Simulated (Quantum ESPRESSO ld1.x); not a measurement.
The numbers below are computed, except where a source is named.
Neutral rubidium, configuration [Kr] 5s1.

Code: ld1.x of Quantum ESPRESSO 7.5. Model: scalar-relativistic Kohn-Sham, LDA (Slater exchange, VWN5 correlation), spin-polarised, spherical densities, point nucleus; open shells are filled with parallel spins first.

Energy parts (hartree):
part                      energy
total                 -2977.6659
kinetic                3048.6075
electron-nucleus      -7179.9081
Hartree                1250.7197
exchange-correlation    -97.0851

Orbitals (lengths in bohr, moments of r in powers of bohr; <r^-3> diverges for s and p1/2; r(90%) holds 90 % of the orbital's charge):
orbital	occ.	eigenvalue (hartree)	r(90%)	<r^-3>	<1/r>
1s up	1	-551.6081	0.0722	-	37.83
1s down	1	-551.6078	0.0722	-	37.83
2s up	1	-73.6975	0.275	-	8.420
2s down	1	-73.6973	0.275	-	8.420
2p up	3	-65.3910	0.253	1642	8.235
2p down	3	-65.3908	0.253	1642	8.235
3s up	1	-10.9123	0.760	-	2.804
3s down	1	-10.9120	0.760	-	2.804
3p up	3	-8.2487	0.791	249.4	2.653
3p down	3	-8.2484	0.791	249.4	2.653
3d up	5	-3.8276	0.857	30.93	2.390
3d down	5	-3.8272	0.857	30.93	2.390
4s up	1	-1.1734	2.15	-	0.9242
4s down	1	-1.1720	2.15	-	0.9249
4p up	3	-0.5884	2.64	24.48	0.7692
4p down	3	-0.5857	2.62	24.65	0.7720
5s up	1	-0.0936	7.55	-	0.2502
5s down	0	-0.0742	7.97	-	0.2435

The highest occupied level is 5s up at -2.548 eV. For comparison, the ionisation energy in NIST's Atomic Spectra Database is 4.177 eV (measured). In exact Kohn-Sham theory the highest level is minus the ionisation energy, but local and semilocal functionals leave it too shallow, through self-interaction and a potential that decays too fast; potentials with the right tail come closer. The density falls to 0.001 e/bohr^3 at r = 4.58 bohr. Spin moment in Bohr magnetons: 1.
